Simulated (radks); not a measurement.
Numerical settings for the magnesium ion Mg3+, [He] 2s2 2p5. All-electron calculation, scalar-relativistic Kohn-Sham, r2SCAN, spin-polarised, spherical densities, finite nucleus; open shells are filled with parallel spins first; meta-GGA in the generalised Kohn-Sham scheme; Fermi nuclear charge, rms radius 3.057 fm. Program: a radial shooting solver on a logarithmic mesh with Libxc functionals. The defaults (mesh step 0.008 in ln r, mesh end at 40 bohr or more with all orbitals vanishing there, Anderson mixing 0.5 over 9 steps, residual threshold near 1e-9 with the energy settled to 1e-9 hartree or 1e-11 of itself, here a cap of 97 iterations) give E = -196.551 hartree and 2p at -95.426 eV in 17 iterations. Times are rough (one thread of a shared host). Changes against that run (0 stands for a change within the tolerance of the run):

[
 {"setting": "mesh step in ln r 0.12", "iterations": "97", "converged": "no", "E (mhartree)": "-9.12e+05", "e(2p) (meV)": "-", "CPU (s)": "0.15"},
 {"setting": "mesh step in ln r 0.005", "iterations": "19", "converged": "yes", "E (mhartree)": "0", "e(2p) (meV)": "0", "CPU (s)": "0.12"},
 {"setting": "mesh step in ln r 0.05", "iterations": "11", "converged": "yes", "E (mhartree)": "-0.192", "e(2p) (meV)": "0", "CPU (s)": "0.01"},
 {"setting": "mesh end (bohr) 400", "iterations": "17", "converged": "yes", "E (mhartree)": "0", "e(2p) (meV)": "0", "CPU (s)": "0.07"},
 {"setting": "mesh end (bohr) 5", "iterations": "17", "converged": "yes", "E (mhartree)": "0", "e(2p) (meV)": "+0.00642", "CPU (s)": "0.07"},
 {"setting": "residual threshold 0.01", "iterations": "10", "converged": "yes", "E (mhartree)": "0", "e(2p) (meV)": "-0.0527", "CPU (s)": "0.05"},
 {"setting": "residual threshold 1e-05", "iterations": "11", "converged": "yes", "E (mhartree)": "0", "e(2p) (meV)": "-0.113", "CPU (s)": "0.05"},
 {"setting": "mixing 0.2", "iterations": "13", "converged": "yes", "E (mhartree)": "0", "e(2p) (meV)": "0", "CPU (s)": "0.06"},
 {"setting": "linear mixing, mixing 0.2", "iterations": "63", "converged": "yes", "E (mhartree)": "0", "e(2p) (meV)": "-0.0222", "CPU (s)": "0.23"},
 {"setting": "linear mixing, mixing 0.05", "iterations": "97", "converged": "no", "E (mhartree)": "+0.0212", "e(2p) (meV)": "-213", "CPU (s)": "0.37"},
 {"setting": "mixing history 2", "iterations": "29", "converged": "yes", "E (mhartree)": "0", "e(2p) (meV)": "0", "CPU (s)": "0.1"},
 {"setting": "iteration cap 8", "iterations": "8", "converged": "no", "E (mhartree)": "0", "e(2p) (meV)": "-0.00904", "CPU (s)": "0.04"}
]

No run marked as converged misses the energy by more than 1 mhartree. A mesh that ends early acts as a hard wall.
